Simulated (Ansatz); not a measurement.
## Match the barriers

Saddle point of GaH4O2F, closed shell (GaH₃O₂ ([OH][GaH][OH]) + HF → GaH₂O₂F ([OH][Ga]([OH])[F]) + H₂; bonds formed: Ga1–F6, H2–H5; bonds broken: Ga1–H2, H5–F6), PBE0-D4/def2-TZVP structure:

Ga1  (-0.242, -0.128, -0.189)
H2  (1.315, -0.659, 0.475)
O3  (-0.240, 0.212, -1.922)
O4  (-1.666, -0.813, 0.598)
H5  (1.241, 0.309, 0.828)
F6  (0.626, 1.312, 0.890)
H7  (0.556, 0.649, -2.231)
H8  (-1.588, -0.882, 1.552)
(Å)

Computed with Ansatz 0.2.0 (basis: def2-TZVPP, with def2-QZVPP for the basis limit); correlated methods freeze the cores. Filled d shells of the heavier atoms are correlated. The def2 sets are not built for correlating such inner shells, so the correlated values are less sure here. B3LYP uses VWN-RPA correlation. Extrapolation: Hartree–Fock as exp(−7.88 √X), correlation as X^−2.97. Four methods, as single points on the PBE0-D4 structures, gave these electronic barriers from the start structure: 43.5, 61.2, 74.5, 105.2 kJ/mol.

Problem. The methods were, in alphabetical order, B3LYP-D4, BHLYP-D4, HF, PBE-D4. Which gave which? (Judge from chemistry; the calculation decides.)

Solution. By the calculation: PBE-D4 43.5; B3LYP-D4 61.2; BHLYP-D4 74.5; HF 105.2 kJ/mol. For comparison, CCSD(T) at an estimated basis limit (MP2 extrapolated from triple and quadruple zeta, plus CCSD(T) − MP2 in triple zeta) gives 70.8 kJ/mol.

No T1 diagnostic of these runs exceeds 0.015.

Labels in which every atom is bracketed show which atoms are joined, not bond orders.

For scale, one of the runs: CCSD(T)/def2-TZVPP, 197 basis functions (an equivalent command: `ansatz run in.yaml --threads 4`). Hardware: 4 CPU threads, shared host. Wall time 92 s; peak host memory 2.5 GiB.
